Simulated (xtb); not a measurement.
xtb input (GFN1-xTB):

```bash
xtb mol.xyz --gfn 1 --sp --chrg 1 --uhf 0
```
mol.xyz:
```
17

Si    -0.89084502    -0.01470586    -0.53103017
C     -1.96588386     1.46305852    -0.80826597
C     -1.38148978    -1.12723034     0.86194534
N      0.80697438     0.69225156    -0.03951663
Si     2.11766007    -0.53015496     0.47879592
H     -0.51519615    -0.72700875    -1.76462988
H     -2.94840737     1.13134698    -1.15384162
H     -1.56286978     2.13057062    -1.57219336
H     -2.12059203     2.03319871     0.11035020
H     -2.37658013    -1.52888296     0.65359907
H     -0.71075143    -1.97906679     0.98216184
H     -1.44156577    -0.59133203     1.81166557
H      1.15434301     1.23544182    -0.83326390
H      1.98345679    -1.62576179    -0.48982938
H      3.38576826     0.20536038     0.38365240
H      1.73580426    -0.89288058     1.84892009
H      0.67660094     1.37633559     0.70922846
```

End of the output:

```
         :::::::::::::::::::::::::::::::::::::::::::::::::::::
         ::                     SUMMARY                     ::
         :::::::::::::::::::::::::::::::::::::::::::::::::::::
         :: total energy             -17.242245492622 Eh    ::
         :: gradient norm              0.029313884067 Eh/a0 ::
         :: HOMO-LUMO gap              5.609690782563 eV    ::
         ::.................................................::
         :: SCC energy               -17.441652889289 Eh    ::
         :: -> electrostatic           0.091127134524 Eh    ::
         :: repulsion energy           0.206377119226 Eh    ::
         :: dispersion energy         -0.006969722559 Eh    ::
         :: halogen bond corr.         0.000000000000 Eh    ::
         :: add. restraining           0.000000000000 Eh    ::
         :: total charge               1.000000000000 e     ::
         :::::::::::::::::::::::::::::::::::::::::::::::::::::

           -------------------------------------------------
          |                Property Printout                |
           -------------------------------------------------

    * Orbital Energies and Occupations

         #    Occupation            Energy/Eh            Energy/eV
      -------------------------------------------------------------
         1        2.0000           -0.9581261             -26.0719
       ...           ...                  ...                  ...
         4        2.0000           -0.7672315             -20.8774
         5        2.0000           -0.7549799             -20.5440
         6        2.0000           -0.7394878             -20.1225
         7        2.0000           -0.6913172             -18.8117
         8        2.0000           -0.6720859             -18.2884
         9        2.0000           -0.6704408             -18.2436
        10        2.0000           -0.6625614             -18.0292
        11        2.0000           -0.6580064             -17.9053
        12        2.0000           -0.6476757             -17.6242
        13        2.0000           -0.6300946             -17.1457
        14        2.0000           -0.6283814             -17.0991
        15        2.0000           -0.6062565             -16.4971
        16        2.0000           -0.5955377             -16.2054 (HOMO)
        17                         -0.3893854             -10.5957 (LUMO)
        18                         -0.3615774              -9.8390
        19                         -0.3559974              -9.6872
        20                         -0.3415617              -9.2944
        21                         -0.3201000              -8.7104
        22                         -0.3066324              -8.3439
        23                         -0.2825675              -7.6891
        24                         -0.2759552              -7.5091
        25                         -0.2522137              -6.8631
        26                         -0.2476232              -6.7382
        27                         -0.2281667              -6.2087
       ...                                ...                  ...
        54                          1.2670843              34.4791
      -------------------------------------------------------------
                  HL-Gap            0.2061523 Eh            5.6097 eV
             Fermi-level           -0.4924615 Eh          -13.4006 eV

  Mulliken/CM5 charges         n(s)   n(p)   n(d)
     1Si    0.40699  0.21421   1.271  1.576  0.745
     2C    -0.19474 -0.29957   1.006  3.189  0.000
     3C    -0.19139 -0.29577   1.005  3.187  0.000
     4N    -0.37924 -0.80632   1.488  3.891  0.000
     5Si    0.45667  0.21620   1.329  1.635  0.579
     6H    -0.03488  0.05263   1.035  0.000  0.000
     7H     0.09464  0.14990   0.905  0.000  0.000
     8H     0.08060  0.13594   0.919  0.000  0.000
     9H     0.08015  0.13553   0.920  0.000  0.000
    10H     0.09305  0.14848   0.907  0.000  0.000
    11H     0.08044  0.13666   0.920  0.000  0.000
    12H     0.07999  0.13566   0.920  0.000  0.000
    13H     0.25863  0.45310   0.741  0.000  0.000
    14H    -0.02782  0.05927   1.028  0.000  0.000
    15H    -0.02629  0.05962   1.026  0.000  0.000
    16H    -0.03242  0.05444   1.032  0.000  0.000
    17H     0.25563  0.45002   0.744  0.000  0.000

Wiberg/Mayer (AO) data.
largest (>0.10) Wiberg bond orders for each atom

 ---------------------------------------------------------------------------
     #   Z sym  total        # sym  WBO       # sym  WBO       # sym  WBO
 ---------------------------------------------------------------------------
     1  14 Si   4.346 --     2 C    1.110     3 C    1.103     6 H    0.910
                             4 N    0.715
     2   6 C    3.965 --     1 Si   1.110     8 H    0.925     9 H    0.920
                             7 H    0.917
     3   6 C    3.964 --     1 Si   1.103    11 H    0.920    12 H    0.920
                            10 H    0.917
     4   7 N    3.406 --    17 H    0.876    13 H    0.876     5 Si   0.859
                             1 Si   0.715
     5  14 Si   3.804 --    16 H    0.923    15 H    0.921    14 H    0.919
                             4 N    0.859
     6   1 H    0.992 --     1 Si   0.910
     7   1 H    0.988 --     2 C    0.917
     8   1 H    0.992 --     2 C    0.925
     9   1 H    0.993 --     2 C    0.920
    10   1 H    0.990 --     3 C    0.917
    11   1 H    0.992 --     3 C    0.920
    12   1 H    0.992 --     3 C    0.920
    13   1 H    0.938 --     4 N    0.876
    14   1 H    0.992 --     5 Si   0.919
    15   1 H    0.993 --     5 Si   0.921
    16   1 H    0.992 --     5 Si   0.923
    17   1 H    0.940 --     4 N    0.876
 ---------------------------------------------------------------------------

Topologies differ in total number of bonds
Writing topology from bond orders to xtbtopo.mol

 dipole moment from electron density (au)
     X       Y       Z
   0.5898   1.0739   0.1560  total (Debye):    3.139

           -------------------------------------------------
          | TOTAL ENERGY              -17.242245492622 Eh   |
          | GRADIENT NORM               0.029313884067 Eh/α |
          | HOMO-LUMO GAP               5.609690782563 eV   |
           -------------------------------------------------

------------------------------------------------------------------------
Note: The following floating-point exceptions are signalling: IEEE_DENORMAL
normal termination of xtb
------------------------------------------------------------------------
 total:
 SCF:
```

It need not be the lowest isomer of its formula.
